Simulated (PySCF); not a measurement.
C4H3ClSi, SMILES C#C[SiH](Cl)C#C. Geometry: PBE-D3(BJ)/def2-SVP.

Task: Give the equilibrium geometry at PBE-D3(BJ)/def2-SVP (PySCF confirms it by a frequency run) as a Z-matrix, and its point group. (An estimate is asked for; the answer gives what the named calculation found.)

Result: point group Cs.
```
Si
H 1 1.4948
C 1 1.8295 2 110.36
C 3 1.2282 2 148.48 1 179.93
H 4 1.0827 2 158.26 1 -179.99
C 1 1.8295 2 110.36 3 -121.32
C 6 1.2282 2 148.48 1 -179.93
H 7 1.0827 2 158.26 1 179.99
Cl 1 2.0792 2 108.13 3 119.34
```
